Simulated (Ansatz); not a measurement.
The cluster TiO2⁺. Total charge 1; doublet. Geometry r2SCAN-D4/def2-TZVP, that of the neutral singlet; atoms count from 1.

Cartesian coordinates in Å:
```
Ti -0.609 -0.819 0.359
O 0.830 -0.063 -0.365
O -0.220 0.881 0.006
```

The structure holds one bond between oxygen atoms, so isomers without such links may lie far lower. The structure comes from a short search, and lower isomers may exist.

Q: Estimate the Mulliken populations from the PBE0/def2-TZVP orbitals of Ansatz.

A: 
```json
{"atom": "Ti1", "charge (e)": "1.44", "spin (α − β)": "1.14", "d electrons": "2.34"}
{"atom": "O2", "charge (e)": "-0.22", "spin (α − β)": "-0.07", "d electrons": "–"}
{"atom": "O3", "charge (e)": "-0.22", "spin (α − β)": "-0.07", "d electrons": "–"}
```
Mulliken values and Mayer orders depend strongly on the basis.

Q: Where does the spin sit?

A: Summed by element: Ti 1.14, O -0.14, of 1 unpaired in all. Largest on single atoms: Ti1 1.14, O2 -0.07, O3 -0.07.

Q: And the Mayer bond orders between bonded heavy atoms (over 0.3)?

A: Ti1–O2 1.24 (1.78 Å); Ti1–O3 1.24 (1.78 Å); O2–O3 0.87 (1.46 Å).
